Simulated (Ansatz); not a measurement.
Diatomic AlCo, multiplicity 5 (not the ground state: that is measured with 2S+1 = 3). No spin–orbit coupling. Co is treated without relativity.

Seven points along R, fitted to fifth degree in 1/R; most abundant isotopes. In def2 and cc sets the state is the lowest found near the PBE0 minimum, followed along R.

Programs: Ansatz (Gaussian orbitals). Values without a source in brackets are computed.

Energies at PBE/def2-TZVPP:

| R (Å) | E (hartree) |
|---|---|
| 2.207068 | -1624.75762348 |
| 2.266398 | -1624.75913527 |
| 2.320981 | -1624.75961206 |
| 2.382684 | -1624.75932326 |
| 2.444387 | -1624.75835931 |
| 2.515583 | -1624.75663242 |
| 2.598645 | -1624.75405661 |

Q: With a reduced mass of 18.5080 u, find the minimum, the force constant and the constants.

A: A fifth-degree polynomial in 1/R puts the minimum at r_e = 2.3292 Å with force constant 97.7 N/m. Then ω_e = (1/2πc)√(k/μ) = 299 cm⁻¹ and B_e = h/(8π²cμr_e²) = 0.1679 cm⁻¹; the cubic and quartic terms give α_e = 0.0013 and ω_e x_e = 1.9 cm⁻¹.

Ansatz is a quantum-chemistry and plane-wave program.
